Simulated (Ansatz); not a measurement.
Born–Oppenheimer molecular dynamics of CH6OSi + H2S (12 atoms, charge 0, multiplicity 1). It goes on from the last frame of an earlier run, with new velocities.

Level of theory: RKS PBE0/STO-3G (Ansatz).

```json
{
 "ensemble": "NVE (velocity Verlet)",
 "time step": "0.5 fs",
 "steps asked": "400",
 "starting velocities drawn for": "500 K",
 "masses": "H 2.014 u",
 "seed": "868365"
}
```

Frames 5 fs apart, positions in Å, forces in eV/Å.

Velocities at 65.0 fs (Å/ps):

```
S -0.18 0.63 1.55
H -1.15 -3.40 -2.84
H 5.22 1.70 1.51
C -1.07 -2.69 4.21
O -0.73 1.38 -2.40
Si 3.22 -1.68 -1.56
H 2.20 -25.25 -25.29
H 0.79 5.70 -0.52
H 5.59 3.43 7.01
H -29.66 -3.07 18.78
H -22.02 24.25 -8.63
H 9.12 15.11 0.92
```

```xyz
12
Properties=species:S:1:pos:R:3:forces:R:3 time_fs=65.0 energy_less_start_eV=0.162 T=375
S 0.658 0.085 -2.854 -0.11 -0.17 -1.01
H 0.305 0.077 -1.552 -0.35 0.30 0.84
H 1.940 0.261 -2.511 0.41 0.07 0.00
C 1.018 -0.615 0.634 -0.75 0.19 1.08
O 0.131 0.383 0.085 -1.00 1.22 -0.27
Si -1.489 0.309 0.793 1.34 -0.44 1.28
H 1.198 -0.482 1.753 0.08 -0.21 -1.22
H 1.957 -0.536 0.059 0.16 -0.19 0.27
H 0.533 -1.591 0.460 0.62 -0.65 0.27
H -2.519 0.327 -0.193 -0.16 0.40 -0.53
H -1.683 1.395 1.827 0.21 -1.13 -1.02
H -1.473 -1.054 1.334 -0.45 0.61 0.31
12
Properties=species:S:1:pos:R:3:forces:R:3 time_fs=70.0 energy_less_start_eV=0.263 T=298
S 0.657 0.087 -2.849 0.48 -0.08 -0.04
H 0.282 0.078 -1.522 0.04 0.32 -0.13
H 1.969 0.271 -2.507 -0.53 -0.06 -0.14
C 1.007 -0.626 0.644 -0.52 0.02 -2.88
O 0.121 0.397 0.072 -0.16 0.20 0.41
Si -1.471 0.302 0.789 -1.17 1.31 -0.11
H 1.227 -0.593 1.671 0.36 0.88 2.61
H 1.956 -0.523 0.079 -0.15 -0.28 0.20
H 0.584 -1.627 0.496 0.10 -0.51 -0.39
H -2.648 0.329 -0.117 1.21 0.03 0.02
H -1.769 1.436 1.720 0.66 -0.99 -0.49
H -1.453 -0.977 1.372 -0.33 -0.84 0.94
12
Properties=species:S:1:pos:R:3:forces:R:3 time_fs=75.0 energy_less_start_eV=0.380 T=207
S 0.660 0.089 -2.846 -0.35 -0.14 0.28
H 0.263 0.117 -1.502 0.31 0.28 -0.80
H 1.953 0.277 -2.516 0.07 0.03 0.08
C 0.987 -0.637 0.621 0.45 -0.72 2.33
O 0.109 0.414 0.065 0.54 -0.87 0.62
Si -1.460 0.303 0.785 -1.06 -1.94 -0.43
H 1.270 -0.611 1.769 -1.07 0.72 -2.20
H 1.950 -0.539 0.114 0.37 0.07 -0.45
H 0.650 -1.708 0.492 -0.18 0.94 -0.38
H -2.652 0.334 -0.053 0.77 -0.32 -0.67
H -1.784 1.387 1.574 0.30 1.54 1.54
H -1.472 -0.965 1.504 -0.16 0.42 0.08
12
Properties=species:S:1:pos:R:3:forces:R:3 time_fs=80.0 energy_less_start_eV=0.130 T=399
S 0.660 0.090 -2.841 -0.23 -0.21 -1.19
H 0.273 0.190 -1.552 -0.13 0.23 0.72
H 1.943 0.286 -2.516 0.39 0.08 0.14
C 0.977 -0.658 0.627 1.11 1.04 -1.39
O 0.105 0.419 0.068 0.77 -1.43 0.48
Si -1.459 0.291 0.780 -0.35 -0.46 2.22
H 1.209 -0.548 1.688 -0.32 0.22 0.70
H 1.966 -0.550 0.112 -0.55 0.10 0.15
H 0.691 -1.706 0.445 -0.70 0.00 -0.08
H -2.575 0.304 -0.071 -0.48 -0.38 -1.35
H -1.754 1.469 1.569 0.51 -0.02 0.22
H -1.510 -0.915 1.649 -0.02 0.82 -0.61
12
Properties=species:S:1:pos:R:3:forces:R:3 time_fs=85.0 energy_less_start_eV=0.042 T=467
S 0.660 0.090 -2.844 0.53 0.05 -0.22
H 0.274 0.288 -1.542 -0.05 0.04 0.19
H 1.966 0.302 -2.505 -0.45 -0.07 -0.18
C 0.985 -0.662 0.612 -0.66 1.13 -0.73
O 0.111 0.403 0.076 0.10 -0.88 -0.12
Si -1.462 0.276 0.791 -0.99 2.50 0.75
H 1.107 -0.456 1.674 0.30 -0.62 0.78
H 1.945 -0.548 0.114 0.72 0.19 -0.21
H 0.657 -1.692 0.389 -0.35 -0.09 0.35
H -2.526 0.232 -0.222 0.60 -0.18 0.29
H -1.671 1.556 1.596 0.26 -1.44 -1.01
H -1.551 -0.788 1.736 -0.02 -0.63 0.12
12
Properties=species:S:1:pos:R:3:forces:R:3 time_fs=90.0 energy_less_start_eV=0.187 T=356
S 0.662 0.090 -2.848 -0.27 0.35 0.94
H 0.272 0.388 -1.514 0.23 -0.41 -0.94
H 1.950 0.313 -2.511 0.07 -0.01 -0.13
C 0.983 -0.646 0.583 0.02 -0.07 2.41
O 0.117 0.376 0.083 -1.03 0.52 -0.69
Si -1.471 0.278 0.808 -0.01 0.36 -1.44
H 1.044 -0.436 1.737 0.57 -1.22 -1.98
H 1.981 -0.529 0.104 -0.22 -0.09 0.27
H 0.589 -1.681 0.371 0.49 0.48 0.39
H -2.418 0.139 -0.348 0.61 0.13 1.22
H -1.561 1.508 1.526 -0.45 0.62 0.00
H -1.595 -0.719 1.827 -0.02 -0.65 -0.06
12
Properties=species:S:1:pos:R:3:forces:R:3 time_fs=95.0 energy_less_start_eV=0.293 T=274
S 0.662 0.092 -2.847 -0.32 0.09 -0.27
H 0.290 0.445 -1.573 -0.11 -0.27 0.22
H 1.942 0.321 -2.532 0.46 0.04 -0.03
C 0.981 -0.630 0.590 0.63 -0.94 -1.50
O 0.110 0.355 0.081 -1.16 1.28 -0.45
Si -1.481 0.284 0.815 1.75 -1.34 0.19
H 1.046 -0.540 1.641 0.75 0.05 2.37
H 1.999 -0.518 0.121 -0.75 -0.21 0.36
H 0.569 -1.634 0.394 0.48 -0.60 -0.20
H -2.257 0.058 -0.353 -1.04 0.08 -0.15
H -1.500 1.525 1.450 -0.79 1.47 0.44
H -1.641 -0.717 1.902 0.10 0.35 -0.97
12
Properties=species:S:1:pos:R:3:forces:R:3 time_fs=100.0 energy_less_start_eV=0.285 T=280
S 0.661 0.095 -2.848 0.70 -0.02 -0.95
H 0.296 0.472 -1.609 -0.24 -0.04 0.92
H 1.974 0.333 -2.560 -0.42 -0.09 -0.13
C 0.987 -0.631 0.587 -1.05 -1.11 2.28
O 0.087 0.352 0.072 0.24 0.45 0.54
Si -1.476 0.282 0.823 1.18 1.85 0.46
H 1.127 -0.651 1.715 -0.12 0.64 -0.84
H 1.963 -0.525 0.163 1.25 0.20 -0.85
H 0.605 -1.646 0.396 0.22 -0.55 -0.49
H -2.203 -0.014 -0.361 -1.22 0.11 -0.15
H -1.529 1.674 1.410 -0.65 -1.36 -0.64
H -1.675 -0.689 1.880 0.12 -0.09 -0.15
12
Properties=species:S:1:pos:R:3:forces:R:3 time_fs=105.0 energy_less_start_eV=0.234 T=319
S 0.664 0.098 -2.854 -0.25 0.32 0.36
H 0.283 0.486 -1.563 0.33 -0.50 -0.62
H 1.970 0.337 -2.600 -0.03 0.02 0.06
C 0.982 -0.655 0.614 1.48 -0.94 -0.07
O 0.067 0.355 0.072 1.66 -0.72 1.26
Si -1.464 0.293 0.833 -1.18 1.47 -2.01
H 1.196 -0.690 1.740 -0.75 0.66 -1.19
H 2.008 -0.516 0.137 -1.24 0.04 0.36
H 0.670 -1.708 0.349 0.06 0.73 0.08
H -2.280 -0.067 -0.372 0.07 0.53 1.27
H -1.634 1.695 1.310 -0.31 -1.09 -0.21
H -1.695 -0.673 1.841 0.18 -0.52 0.72
12
Properties=species:S:1:pos:R:3:forces:R:3 time_fs=110.0 energy_less_start_eV=0.139 T=393
S 0.666 0.103 -2.859 -0.58 0.07 -0.10
H 0.302 0.447 -1.568 0.23 -0.31 -0.19
H 1.963 0.344 -2.633 0.37 0.11 0.19
C 0.997 -0.693 0.636 -0.43 1.13 -3.26
O 0.071 0.348 0.089 1.88 -1.02 1.03
Si -1.460 0.314 0.828 -1.39 -2.24 -0.90
H 1.192 -0.657 1.677 -0.14 0.12 2.06
H 1.956 -0.499 0.135 0.30 0.15 -0.03
H 0.737 -1.710 0.307 -0.47 -0.29 0.29
H -2.362 -0.065 -0.256 0.07 0.17 0.29
H -1.782 1.615 1.191 -0.31 1.48 0.76
H -1.690 -0.700 1.867 0.47 0.62 -0.14
12
Properties=species:S:1:pos:R:3:forces:R:3 time_fs=115.0 energy_less_start_eV=0.139 T=393
S 0.664 0.108 -2.865 0.55 -0.05 -0.98
H 0.345 0.375 -1.585 -0.16 0.07 0.94
H 1.986 0.361 -2.647 -0.41 -0.05 0.00
C 1.006 -0.712 0.613 -0.58 1.36 1.58
O 0.101 0.328 0.121 0.23 -0.07 -0.03
Si -1.466 0.321 0.817 -0.74 -0.17 0.99
H 1.157 -0.614 1.753 -0.22 -0.62 -1.63
H 1.940 -0.463 0.126 1.11 0.00 -0.21
H 0.753 -1.737 0.298 -0.37 -0.29 0.30
H -2.445 -0.048 -0.114 -0.57 -0.60 -1.24
H -1.952 1.657 1.145 0.76 -0.16 0.36
H -1.634 -0.666 1.888 0.39 0.60 -0.07
12
Properties=species:S:1:pos:R:3:forces:R:3 time_fs=120.0 energy_less_start_eV=0.258 T=301
S 0.665 0.114 -2.877 -0.08 0.14 0.57
H 0.376 0.303 -1.523 0.00 -0.09 -0.49
H 1.974 0.374 -2.659 -0.01 0.00 -0.04
C 1.008 -0.709 0.607 1.63 -0.74 -0.48
O 0.134 0.307 0.152 -1.71 1.44 -1.16
Si -1.481 0.326 0.810 -1.52 1.08 -0.53
H 1.105 -0.634 1.702 0.41 -0.43 0.34
H 2.018 -0.437 0.109 -1.37 -0.84 0.98
H 0.732 -1.781 0.324 0.23 1.12 0.24
H -2.568 -0.090 -0.087 0.93 -0.27 -0.15
H -2.039 1.692 1.145 1.38 -1.13 -0.05
H -1.534 -0.570 1.910 0.10 -0.26 0.76
```

Of the whole run (200 fs, mean temperature of the second half 376 K): The conserved energy stayed within 0.13 meV per atom of its start (net change 0.038 meV per atom), so the integration is sound. A run of 0.2 ps of so small a system gives no equilibrium averages. Limits of this set-up: minimal basis.

Time of the run: 10 min on 1 thread of Arm Neoverse V1, with other jobs on the host, peak memory 0.087 GiB.
